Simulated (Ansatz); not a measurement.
Isolated molecules relaxed with PBE0-D4/def2-TZVP in Ansatz; ΔE leaves out vibrations. CCSD(T)/CBS is the MP2 limit (def2-TZVPP, def2-QZVPP) plus CCSD(T) − MP2 in def2-TZVPP, frozen cores. DFT in def2-TZVPP. def2 core potentials past Kr. For In outer-core shells are correlated without core-valence functions, which leaves a few kJ/mol of doubt a bond. One conformer a species, not always the lowest.

Reaction (ligand exchange at the In–C bond): `CCC[CH](Cl)[InH2]` + `N=C(O)O` → `N=C(O)[O][InH2]` + `CCCCCl`

`CCC[CH](Cl)[InH2]`:

Z-matrix (Å, degrees):
```
C
C 1 1.522
H 1 1.092 2 111.3
H 1 1.094 2 111.4 3 -119.8
H 1 1.097 2 112.1 3 118.2
C 2 1.527 1 114.9 3 169.9
H 2 1.096 1 109.5 3 -66.5
H 2 1.094 1 108.8 3 48.9
C 6 1.510 2 112.4 1 61.5
H 6 1.096 2 109.6 1 -60.9
H 6 1.097 2 108.8 1 -176.8
Cl 9 1.822 6 110.1 2 174.1
In 9 2.176 6 118.4 2 -74.8
H 9 1.091 6 111.0 2 58.8
H 13 1.721 9 119.7 6 145.1
H 13 1.722 9 115.4 6 -39.5
```

`N=C(O)O`:

Z-matrix (Å, degrees):
```
C
O 1 1.331
O 1 1.340 2 108.1
N 1 1.264 2 121.7 3 180.0
H 2 0.965 1 105.8 3 180.0
H 3 0.961 1 108.8 2 180.0
H 4 1.013 1 113.5 2 -180.0
```

`N=C(O)[O][InH2]`:

Z-matrix (Å, degrees):
```
C
O 1 1.344
O 1 1.316 2 109.8
N 1 1.274 2 119.0 3 180.0
H 2 0.965 1 105.2 3 -179.9
In 3 2.022 1 126.7 2 -179.0
H 4 1.013 1 112.5 2 -180.0
H 6 1.696 3 106.7 1 -179.9
H 6 1.702 3 114.0 1 0.1
```

`CCCCCl`:

Cartesian coordinates in Å:
```
C 0.107 0.035 1.957
C -0.291 0.449 0.551
C 0.242 -0.502 -0.507
C -0.142 -0.139 -1.922
Cl 0.588 1.409 -2.447
H -0.270 -0.962 2.200
H 1.195 0.012 2.067
H -0.286 0.729 2.703
H 0.075 1.458 0.343
H -1.383 0.496 0.473
H 1.333 -0.569 -0.437
H -0.144 -1.512 -0.320
H -1.221 -0.017 -2.026
H 0.197 -0.889 -2.635
```

CCSD(T)/CBS gives -80.4 kJ/mol.

Question: Another level gave -90.3 kJ/mol. Which?
A. r2SCAN-D4/def2-TZVPP
B. HF/def2-TZVPP
C. LDA (SPW92)/def2-TZVPP
D. BHLYP-D4/def2-TZVPP

Answer: D. BHLYP-D4 -90.3, r2SCAN-D4 -83.8, HF/def2-TZVPP -109.6, LDA (SPW92) -70.7 kJ/mol.

Largest T1 diagnostic among the species: 0.016.

At CCSD(T), def2-SVP lies −4.1 kJ/mol from the extrapolated value and def2-TZVPP −0.7 kJ/mol. Leaving LDA and LC-ωPBE aside and taking each functional with its dispersion term where it has one, the values, not all of them listed here, spread over 14.1 kJ/mol, from B2PLYP to PBE-D4. LDA lies +12.8 kJ/mol from PBE without D4. In def2-TZVPP, CCSD(T) changes the Hartree–Fock value by +28.5 kJ/mol (the triples alone add +3.3 kJ/mol) and MP2 by +31.9 kJ/mol.
